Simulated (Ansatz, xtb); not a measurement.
Relative energy of two isomers of C5H7NO

Structure a is `CO[C@@H]1C[C@@H]1C#N`, a singlet and structure b is `CO[C@@H]1C[C@H]1C#N`, a singlet. Both are isolated molecules in the gas phase, relaxed with B3LYP-D3(BJ)/def2-SVP; the shapes shown needn't be the lowest conformers.

a (Å):

```xyz
14

C    -1.5042    1.5114   -1.3090
C    -0.8847   -0.4236   -0.1516
C    -0.6192   -1.0105    1.1839
C     0.5129   -0.2753    0.4694
C     0.9327    1.0175    0.9403
N     1.2739    2.0660    1.3011
O    -1.7180    0.6683   -0.1931
H    -1.6647    0.9684   -2.2599
H    -2.2310    2.3317   -1.2401
H    -0.4846    1.9353   -1.3076
H    -0.9378   -1.0921   -1.0242
H    -1.0736   -0.4925    2.0316
H    -0.5263   -2.0939    1.2843
H     1.3177   -0.8811    0.0415
```

b (Å):

```csv
atom,x (Å),y (Å),z (Å)
C,-1.9786,1.0798,-1.4283
C,-0.1510,0.7933,-0.0058
C,1.1272,0.0774,0.2214
C,-0.1789,-0.6009,0.6302
C,-0.5197,-0.7539,2.0188
N,-0.7967,-0.8508,3.1416
O,-0.5811,0.9159,-1.3077
H,-2.5272,0.2102,-1.0201
H,-2.3285,1.9878,-0.9017
H,-2.2071,1.1788,-2.4982
H,-0.4065,1.6306,0.6603
H,1.6187,-0.3371,-0.6615
H,1.7897,0.4277,1.0155
H,-0.5281,-1.4040,-0.0258
```

Quicker runs give these differences E(b) − E(a): GFN2-xTB −0.85 kcal/mol; HF/STO-3G −0.85 kcal/mol (at GFN2-xTB geometries); r2SCAN-D4/def2-SVP −0.22 kcal/mol (at GFN2-xTB geometries).

Q: Estimate E(b) − E(a) at the level CCSD(T)/def2-SVP + ΔMP2/def2-TZVPP.

A: CCSD(T)/def2-SVP + ΔMP2/def2-TZVPP gives E(b) − E(a) = −0.42 kcal/mol, slightly favouring structure b, which is too small a margin to settle the true order.

Level by level:

| level | geometry | E(b) − E(a) (kcal/mol) | departure from the last row (kcal/mol) | job, with rough time for the two |
| --- | --- | --- | --- | --- |
| GFN2-xTB | GFN2-xTB | −0.85 | −0.43 | optimisation, 0.66 s |
| HF/STO-3G | GFN2-xTB | −0.85 | −0.43 | single point, 0.59 s |
| r2SCAN-D4/def2-SVP | GFN2-xTB | −0.22 | +0.20 | single point, 6.6 s |
| B3LYP-D3(BJ)/def2-SVP | B3LYP-D3(BJ)/def2-SVP | −0.29 | +0.13 | optimisation, 51 s |
| HF/def2-SVP | B3LYP-D3(BJ)/def2-SVP | −0.77 | −0.35 | part of the CCSD(T) run |
| MP2/def2-SVP | B3LYP-D3(BJ)/def2-SVP | −0.21 | +0.21 | part of the CCSD(T) run |
| CCSD(T)/def2-SVP | B3LYP-D3(BJ)/def2-SVP | −0.22 | +0.19 | single point |
| CCSD(T)/def2-SVP + ΔMP2/def2-TZVPP | B3LYP-D3(BJ)/def2-SVP | −0.42 |  | single point, 1.9 min |

As drawn, both hold the same kinds of bond in the same numbers.

The largest departure from CCSD(T)/def2-SVP + ΔMP2/def2-TZVPP is that of HF/STO-3G, 0.43 kcal/mol. The last row adds to CCSD(T) the change of the MP2 difference between the two basis sets, here −0.19 kcal/mol.

With thermal terms from frequencies at re-optimised GFN2-xTB minima (ideal gas, soft modes damped towards free rotors, one conformer each, 298.15 K, 1 atm): on the last row, ΔE + ΔZPE = −0.45, ΔH = −0.39, ΔG = −0.62 kcal/mol.

The correlated steps freeze 7 core orbitals. Programs: Ansatz 0.2.0, xtb 6.7.1; the last row on 2 threads of Arm Neoverse V1 on a shared host.
